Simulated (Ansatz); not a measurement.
Program: Ansatz. Geometries: PBE0-D4/def2-TZVP. ΔE: electronic, gas phase. CCSD(T)/CBS adds triple-zeta CCSD(T) − MP2 to the extrapolated MP2 energy (def2 sets, frozen cores). Functionals use def2-TZVPP. For Zn outer-core shells are correlated without core-valence functions, which leaves a few kJ/mol of doubt a bond. Scalar relativity is left out up to krypton. One conformer a species, not always the lowest.

`[NH2][Zn][AlH][Cl]` + `BCOC` → `BC[O][AlH][Cl]` + `[CH3][Zn][NH2]`  (redistribution)

`[NH2][Zn][AlH][Cl]`:

```xyz
7

N     1.492   -1.471    0.713
Zn    0.211   -0.328    0.104
Al   -1.535    1.230   -0.616
Cl   -1.073    3.294   -0.529
H     1.468   -2.466    0.558
H     2.432   -1.183    0.930
H    -2.994    0.924   -1.161
```

`BCOC`:

```xyz
11

B    -1.655    1.136    0.066
C    -0.374    0.358   -0.314
O     0.208   -0.371    0.733
C     1.363   -1.056    0.337
H    -2.109    1.114    1.171
H    -2.192    1.774   -0.793
H    -0.621   -0.301   -1.171
H     0.346    1.082   -0.746
H     1.149   -1.780   -0.462
H     1.746   -1.591    1.206
H     2.138   -0.365   -0.027
```

`BC[O][AlH][Cl]`:

```xyz
10

B    -0.468    1.171    0.973
C     0.198   -0.226    0.992
O     0.885   -0.654   -0.158
Al    0.468   -0.807   -1.773
Cl   -1.540   -0.535   -2.319
H    -0.386    1.896    0.023
H    -1.057    1.532    1.950
H    -0.558   -0.969    1.300
H     0.902   -0.221    1.843
H     1.555   -1.186   -2.831
```

`[CH3][Zn][NH2]`:

```xyz
8

C    -0.760    1.272    0.674
Zn    0.160   -0.216   -0.135
N     1.119   -1.541   -0.938
H    -0.209    1.638    1.544
H    -1.761    0.985    1.004
H    -0.858    2.099   -0.033
H     0.738   -2.000   -1.752
H     1.571   -2.237   -0.365
```

Is it downhill or uphill in electronic energy at CCSD(T)/CBS, and by how much? (Best estimate.)

Computed: Downhill: ΔE = -171.8 kJ/mol.

What do these levels give: PBE-D4, PBE0-D4, PBE, SCS-MP2/def2-TZVPP, MP2/def2-QZVPP, MP2/CBS(def2)? (Best estimate.)

The calculation gave: PBE-D4 -152.6, PBE0-D4 -154.7, PBE -149.5, SCS-MP2/def2-TZVPP -178.1, MP2/def2-QZVPP -188.6, MP2/CBS(def2) -188.7 kJ/mol.

Largest T1 diagnostic among the species: 0.015.

In def2-TZVPP, CCSD(T) changes the Hartree–Fock value by −19.2 kJ/mol (the triples alone add −1.5 kJ/mol) and MP2 by −36.1 kJ/mol. The D4 term adds −5.0 kJ/mol with B3LYP and −2.8 kJ/mol with PBE0; it sums over pairs of atoms, weighted by their polarisabilities, and B3LYP, whose exchange is more repulsive, gets the larger term.

B3LYP here is the variant with VWN-RPA as its local correlation; programs differ in this.
